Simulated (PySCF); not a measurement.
Simulation results for CH₃BClN, CH₄BNO

Calculation on a computer-drawn molecule: the log of a Hartree-Fock and frozen-core CCSD(T) single point meant for a local Hartree-Fock minimum, with one planted fault or none, to be diagnosed. Offsets are logged minus clean, where the clean run is the same molecule without the fault. The reference is restricted for singlets and unrestricted otherwise, and also for a bond in bohr or an excited solution. Adding or removing an electron swaps singlet and doublet. The excited solution moves the top pair (singlet) or top alpha electron (doublet) to the lowest empty orbital. Highest occupied and lowest empty are orbital energies over both spins, largest force is the largest gradient component, triples share is (T) over the correlation energy, the T1 limit is 0.02 restricted and 0.045 unrestricted, electrons count all cores, a negative frequency is imaginary (commonest isotopes), and the dipole is about the centre of nuclear charge. Program: PySCF 2.14.0.

Common to all runs: meant charge 0; meant multiplicity 1; logged SCF converged yes; logged SCF stable within its kind yes; possible faults no fault, one electron removed, one electron added, multiplicity raised by two, geometry at a saddle point, SCF held on an excited solution, minimal basis STO-3G, one bond length entered in bohr, all coordinates scaled.

```yaml
- entry: 1
  formula: CH3BClN
  logged_structure:
    atoms_angstrom:
      - [C, -2.5915, -0.357, 2.1729]
      - ["N", -2.6729, -1.6177, 2.806]
      - [B, -2.7432, -2.7076, 3.3534]
      - [Cl, -2.8417, -4.2352, 4.1205]
      - [H, -3.4411, -0.2016, 1.5055]
      - [H, -1.6778, -0.2775, 1.5812]
      - [H, -2.5884, 0.4484, 2.9096]
  given:
    meant_basis: "cc-pV(D+d)Z"
    logged_electrons: 39
    logged_basis_functions: 80
    logged_spin_squared: 0.7608
    "logged_highest_occupied [eV]": 3.6591
    "logged_lowest_empty [eV]": 9.3413
    "logged_largest_force [hartree/bohr]": 0.10558
    "logged_dipole_magnitude [debye]": 2.5117
    "logged_energy_HF [hartree]": -578.14017
    drawn_bonds_atom: [1, 2, 3, 1, 1, 1]
    drawn_bonds_other_atom: [2, 3, 4, 5, 6, 7]
    drawn_bonds_order: [1, 2, 1, 1, 1, 1]
  results:
    planted_fault: "one electron added"
    "HF_energy_offset_from_clean_run [kcal/mol]": 102.1
  notes: ["coupled-cluster numbers left out as unreliable", "highest electron not bound in this basis"]
- entry: 2
  formula: CH4BNO
  logged_structure:
    atoms_angstrom:
      - [C, -0.3754, -0.3465, 1.5892]
      - ["N", -0.1485, -0.4566, 0.1582]
      - [B, -0.9542, -1.1449, -0.7233]
      - [O, -1.6569, -1.7444, -1.4868]
      - [H, 0.4558, -0.7714, 2.1543]
      - [H, -1.2788, -0.8916, 1.8573]
      - [H, -0.5075, 0.6945, 1.8888]
      - [H, 0.6596, 0.0094, -0.199]
  given:
    meant_basis: cc-pVDZ
    logged_electrons: 29
    logged_basis_functions: 76
    logged_spin_squared: 0.9091
    "logged_highest_occupied [eV]": -18.066
    "logged_lowest_empty [eV]": -7.2436
    "logged_largest_force [hartree/bohr]": 0.023173
    logged_T1_diagnostic: 0.032825
    logged_D1_diagnostic: 0.13223
    logged_triples_share: 0.031285
    logged_CC_converged: "yes"
    "logged_dipole_magnitude [debye]": 5.0396
    "logged_energy_HF [hartree]": -193.9445
    "logged_energy_CCSD(T) [hartree]": -194.53284
    drawn_bonds_atom: [1, 2, 3, 1, 1, 1, 2]
    drawn_bonds_other_atom: [2, 3, 4, 5, 6, 7, 8]
    drawn_bonds_order: [1, 1, 2, 1, 1, 1, 1]
  results:
    planted_fault: "one electron removed"
    "HF_energy_offset_from_clean_run [kcal/mol]": 211.4
    "CCSD(T)_energy_offset_from_clean_run [kcal/mol]": 226.4
```
